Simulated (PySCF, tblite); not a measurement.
A database entry of computed molecular properties. Lists by class give the value and the number of equivalent atoms.

```json
{
 "formula": "C4H11FSi2",
 "smiles": "C=C(F)C[Si@@H](C)[SiH3]",
 "inchi": "InChI=1S/C4H11FSi2/c1-4(5)3-7(2)6/h7H,1,3H2,2,6H3/t7-/m1/s1",
 "charge": 0,
 "multiplicity": 1,
 "geometry_level": "GFN2-xTB",
 "atoms_angstrom": [
  ["C", 2.386, -1.416, 0.114],
  ["C", 1.843, -0.353, 0.68],
  ["F", 1.881, -0.245, 2.036],
  ["C", 1.11, 0.759, 0.042],
  ["Si", -0.783, 0.599, 0.397],
  ["C", -1.625, 1.957, -0.642],
  ["Si", -1.486, -1.542, -0.156],
  ["H", 2.375, -1.536, -0.952],
  ["H", 2.863, -2.181, 0.699],
  ["H", 1.473, 1.705, 0.444],
  ["H", 1.303, 0.748, -1.029],
  ["H", -0.96, 0.958, 1.816],
  ["H", -1.235, 2.947, -0.419],
  ["H", -2.693, 1.976, -0.449],
  ["H", -1.489, 1.785, -1.706],
  ["H", -1.122, -2.536, 0.855],
  ["H", -0.908, -2.007, -1.423],
  ["H", -2.942, -1.613, -0.32]
 ],
 "electronic_structure_code": "PySCF",
 "results": {
  "GFN2-xTB geometry": {
   "point_group": "C1",
   "rotational_constants_GHz": [2.103, 1.143, 0.886]
  },
  "B3LYP/def2-SVPD ground state and vertical TDDFT (core frozen in the response)": {
   "dipole_D": 2.03,
   "homo_eV": -6.94,
   "lumo_eV": -0.22,
   "S1_eV": 5.99,
   "strongest_line_of_8_singlets_eV": 6.6,
   "T1_tda_eV": 4.42,
   "polarisability_au": 107.4,
   "r2_bohr2_about_centre_of_nuclear_charge": 1414.9,
   "singlets_eV_and_f": [
    [5.99, 0.012],
    [6.04, 0.006],
    [6.43, 0.031],
    [6.6, 0.172],
    [7.0, 0.025],
    [7.04, 0.019],
    [7.15, 0.047],
    [7.29, 0.003]
   ],
   "triplets_tda_eV": [4.42, 5.83, 5.99]
  },
  "PBE0/pcSseg-1 ground state and GIAO shieldings, non-relativistic": {
   "shift_vs_computed_TMS_C_by_class_ppm": [
    [177.4, 1],
    [92.1, 1],
    [24.4, 1],
    [-4.2, 1]
   ],
   "shift_vs_computed_TMS_H_by_class_ppm": [
    [4.61, 1],
    [4.6, 1],
    [4.28, 1],
    [3.35, 3],
    [2.11, 1],
    [1.65, 1],
    [0.24, 3]
   ],
   "shielding_other_nuclei_by_class_ppm": [
    ["F", 256.2, 1],
    ["Si", 387.4, 1],
    ["Si", 467.7, 1]
   ],
   "charges_hirshfeld_e_by_atom": [-0.14, 0.09, -0.09, -0.16, 0.29, -0.21, 0.2, 0.05, 0.05, 0.05, 0.05, -0.08, 0.05, 0.04, 0.04, -0.07, -0.08, -0.08]
  },
  "GFN2-xTB harmonic vibrations, gas phase": {
   "strongest_ir_bands_cm-1_km_per_mol_modes": [
    [601.6, 205.9, 1],
    [777.6, 481.4, 1],
    [2156.8, 209.8, 1],
    [2215.3, 399.0, 1],
    [2225.3, 276.9, 1],
    [2252.4, 271.2, 1]
   ],
   "zpe_kcal_per_mol": 81.5
  }
 }
}
```

The rotational constants make it an asymmetric top with κ = (2B − A − C)/(A − C) = -0.58, nearer the prolate limit (−1). In wavenumbers S1 is 48300 cm⁻¹ (1 eV = 8065.54 cm⁻¹). No computed singlet falls in the visible range (750 to 380 nm, 1.65 to 3.26 eV); S1 lies 2.73 eV above its blue end. The dipole equals about 6.8 × 10⁻³⁰ C·m (1 D = 3.33564 × 10⁻³⁰ C·m).

One conformer (not necessarily the lowest) at the GFN2-xTB geometry, without solvent or vibrations. NMR classes are plain means over equivalent atoms (diastereotopic ones count apart unless rotation or inversion swaps them), as if these changed places fast; in this geometry the members of some classes differ.

Shape of the structure used: `[CH2:1]=[C:2]([F:3])[CH2:4][Si@@H:5]([CH3:6])[SiH3:7]`: C1–C2–C4–Si5 106°, C2–C4–Si5–C6 -173°.
